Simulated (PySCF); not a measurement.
## Electron correlation in Os⁻ (osmium, charge -1)

[Xe] 4f14 5d7 6s2, high-spin 4F determinant. All numbers are calculated (PySCF 2.14, scalar relativity through the core potential, in aug-cc-pVDZ-PP with ECP60MDF). Frozen: 5s2 5p6; 9 electrons correlated.

| level | correlation energy (mhartree) |
| --- | --- |
| CCSD | -210.01 |
| (T) | -10.56 |
| CCSD(T) | -220.57 |

Diagnostics: T1 = 0.071, D1 = 0.2882, largest double amplitude 0.068.

Spin-orbit coupling, absent here, splits the open shell strongly. T1 exceeds 0.03, a sign that the reference determinant is poor.

Cost of the coupled-cluster step: of the order of 5 core-seconds, for 9 correlated electrons.
